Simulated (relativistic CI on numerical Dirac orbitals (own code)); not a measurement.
# One change at a time: Tc33+

Base calculation: Dirac-Coulomb-Breit CI, separate exchange-only KLI orbitals for each configuration, a model potential for QED, unscaled Slater integrals.

Configurations in the expansion (outside the closed core 1s2): 2s²2p⁶, 2s²2p⁵3s, 2s²2p⁵3p, 2s²2p⁵3d, 2s2p⁶3s, 2s2p⁶3p, 2s2p⁶3d, 2s²2p⁵4s, 2s²2p⁵4p, 2s²2p⁵4d, 2s²2p⁵4f, 2s2p⁶4s, 2s2p⁶4p, 2s2p⁶4d, 2s²2p⁴3s², 2s2p⁶4f, 2s²2p⁵5s, 2s²2p⁵5p, 2s²2p⁴3s3p, 2s²2p⁵5d, 2s²2p⁵5f, 2s²2p⁵5g, 2s²2p⁴3p², 2s²2p⁴3s3d, 2s²2p⁴3p3d, 2s2p⁵3s², 2s²2p⁴3d², 2s2p⁵3s3p, 2s2p⁶5s, 2s2p⁶5p, 2s2p⁵3p², 2s2p⁵3s3d, 2s2p⁶5d, 2s2p⁶5f, 2s2p⁶5g, 2s2p⁵3p3d. Levels of other configurations are missing.

Variants: (1) P86 correlation estimate; (2) QED terms removed; (3) one mean potential for all configurations. Shifts of the energy above 2s²2p⁶ ¹S0, in eV, for the lowest level and the first level of each name with at least 55 % of one term (blank where a level changes its place among those of its configuration and J or its character, or is not in the variant):

```csv
Level,Base,Δ(1),Δ(2),Δ(3)
2s²2p⁶ ¹S0,0.00,0.00,0.00,0.00
2s²2p⁵3s ³P°2,2509.83,+1.60,-0.54,-0.55
2s²2p⁵3s ¹P°1,2513.92,+1.60,-0.55,-0.57
2s²2p⁵3p ³D3,2607.97,+1.75,+0.08,-0.54
2s²2p⁵3p ¹P1,2608.09,+1.75,+0.08,-0.54
2s²2p⁵3p ³P2,2614.07,+1.75,+0.08,-0.55
2s²2p⁵3s ³P°0,2631.30,+1.60,-0.78,-0.48
2s²2p⁵3s ³P°1,2633.20,+1.60,-0.78,-0.49
2s²2p⁵3p ³P0,2637.79,+1.75,+0.07,-0.17
2s²2p⁵3d ³P°0,2688.66,+1.39,+0.15,-0.60
2s²2p⁵3d ³P°1,2692.22,+1.39,+0.15,-0.59
2s²2p⁵3d ³F°3,2696.17,+1.39,+0.14,-0.57
2s²2p⁵3d ³D°2,2698.40,+1.39,+0.14,-0.57
2s²2p⁵3p ³D1,2699.04,+1.75,-0.10,-0.49
```

At this charge energies of transitions that change n are usually good to better than 1 %, and those within a shell (Δn = 0) to a few per cent.

Ionisation energy from the two ground configurations alone: base 4498.82 eV; P86 correlation estimate 4500.75 eV. The NIST ASD value (semi-empirical) is 4505 eV.

LS names give the leading component of a level, which can be under half, so a name can repeat, a term be missing and a line seem to break the LS rules.
